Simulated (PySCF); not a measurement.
## Peak assignment

Bonds (- single, = double, # triple, : aromatic): F1-C2, C2-C3, C3-C4, C4-Si5, Si5-P6, Si5-P7, Si5-C2. C2 carries H8; C3 carries H9, H10; C4 carries H11, H12; P6 carries H13, H14; P7 carries H15, H16. Stereochemistry as in F[C@@H]1CC[Si]1(P)P. H9, H12 are cis to F1 on the ring; H10, H11 are trans to F1 on the ring.

Level of theory: shieldings: GIAO PBE0/pcSseg-1, GFN2-xTB geometry, in PySCF (one averaged value for each set of equivalent atoms, no solvent, a single conformation, relativity neglected).

Chemical shifts δ = σref − σ; TMS for 13C (σref 186.93), 1H (σref 31.72), all at this level.

(1) Assign these signals to the numbered atoms. 13C{1H} NMR (computed): δ 97.4, 32.2, 12.9.

(2) Assign these signals to the numbered atoms. 1H NMR (500 MHz, computed): δ 5.25 (m, 1H), 2.84 (m, 1H), 2.34 (m, 1H), 1.58 (m, 2H), 1.41 (m, 1H), 1.35 (m, 2H), 1.12 (m, 1H).

Results:

(1) 
97.4 → C2, sp3 CH bonded to F and Si: the inductive effect lowers its shielding
32.2 → C3, sp3 CH2 in a ring: saturated and bonded to C and H only
12.9 → C4, sp3 CH2 bonded to Si

(2) 
5.25 → H8, hydrogen on an sp3 CH bonded to F and Si: its carbon carries F, an electronegative neighbour
2.84 → H10, hydrogen on an sp3 CH2 in a ring
2.34 → H9, hydrogen on an sp3 CH2 in a ring
1.58 → H15/H16, hydrogen on a phosphorus bonded to Si
1.41 → H12, hydrogen on an sp3 CH2 bonded to Si
1.35 → H13/H14, hydrogen on a phosphorus bonded to Si
1.12 → H11, hydrogen on an sp3 CH2 bonded to Si

H12 and H13/H14 lie closer than the usual error of such a calculation, so a measured spectrum could show them in the other order.

Splittings by 19F and 31P in the carbon and heteronuclear signals aren't shown, as no couplings were computed. Shifts are as computed. Against solution values, carbons near 30 ppm lie about +3 ppm off and those near 130 ppm about +5 ppm. Of 1309 compounds with measured shifts, 239 miss one by over three times the rms of a fit or turn the order of signals round; such compounds aren't used in these exercises. Multiplicities follow the n + 1 count of equivalent neighbours, as no J values were calculated; m marks all less simple cases, F and P coupling included.
